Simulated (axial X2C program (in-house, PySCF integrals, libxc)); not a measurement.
**LiAu: cheaper levels and CCSD(T), with spin–orbit coupling**

Computed with an axial X2C code built on PySCF integrals. Two-component (2c) means X2C with spin–orbit coupling and atomic mean-field two-electron Coulomb and Gaunt terms. Basis: Au dyall-cv3z [13s14p9d6f4g], Li dyall-cv3z [7s8p2d] (cores contracted in-house); Gaussian nuclei, density fitting, unrestricted open shells. Masses: Au 196.967 u, Li 7.016 u.

State: Ω = 0 (closed shell); fragments Au + Li.

| level | Re (Å) | ωe (cm⁻¹) | De (eV) |
| --- | --- | --- | --- |
| PBE0 | 2.272 | 466.2 | 2.73 |
| HF | 2.367 | 410.7 | 1.29 |
| MP2 | 2.257 | 493.5 | 3.03 |
| CCSD | 2.293 | 461.3 | 2.84 |
| PBEsol | 2.251 | 478.0 | 3.19 |

Correlated methods: 12 electrons correlated (number of frozen shells: Au 5 s, 4 p, 2 d, 1 f; Li 1 s), 262 virtual spin orbitals or spinors in MP2, 90 natural virtuals in coupled cluster.

CCSD(T), same Hamiltonian and basis:

Re = 2.289 Å, ωe = 466.9 cm⁻¹, De = 2.99 eV; T1 = 0.030 (Lee–Taylor normalisation).

(1) Give the differences from CCSD(T) in the columns below.

One determinant describes the state; a PBE0 search over occupations chose it and may have missed a lower one. Closed shells are restricted here (equal orbitals for both partners); the stretched side of such a curve lies too high. De is counted from the lowest determinant-based energies of the atoms at the same level, without counterpoise correction. Coupled cluster ran in a truncated set of natural virtual spinors; the MP2 energy of the rest was added. (T) has no such correction and the atoms are truncated less, which lowers De at CCSD(T) by a hundredth of an eV or more. The T1 diagnostic is large, a sign of multireference character.

Answers

(1) 

```json
{"level": "PBE0", "ΔRe (Å)": "-0.017", "Δωe (cm⁻¹)": "-1", "ΔDe (eV)": "-0.26"}
{"level": "HF", "ΔRe (Å)": "0.078", "Δωe (cm⁻¹)": "-56", "ΔDe (eV)": "-1.70"}
{"level": "MP2", "ΔRe (Å)": "-0.032", "Δωe (cm⁻¹)": "27", "ΔDe (eV)": "0.04"}
{"level": "CCSD", "ΔRe (Å)": "0.004", "Δωe (cm⁻¹)": "-6", "ΔDe (eV)": "-0.15"}
{"level": "PBEsol", "ΔRe (Å)": "-0.038", "Δωe (cm⁻¹)": "11", "ΔDe (eV)": "0.20"}
```
